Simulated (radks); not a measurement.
Values are calculated unless marked as measured or tabulated.
Task: The europium ion Eu2+ is in [Xe] 4f7. Code: a radial shooting solver on a logarithmic mesh with Libxc functionals. Model: scalar-relativistic Kohn-Sham, PBE, spin-polarised, spherical densities, finite nucleus; Fermi nuclear charge, rms radius of each element as measured or else 0.836 A^(1/3) + 0.57 fm. Open shells are filled with parallel spins first. One electron is removed from 4d, 5s, 5p, 4f in turn, with full relaxation. Which removal costs least, and what does each cost?

Result: 4f 26.002 eV; 5p 41.623 eV; 5s 62.659 eV; 4d 153.35 eV. The 4f electron leaves first.
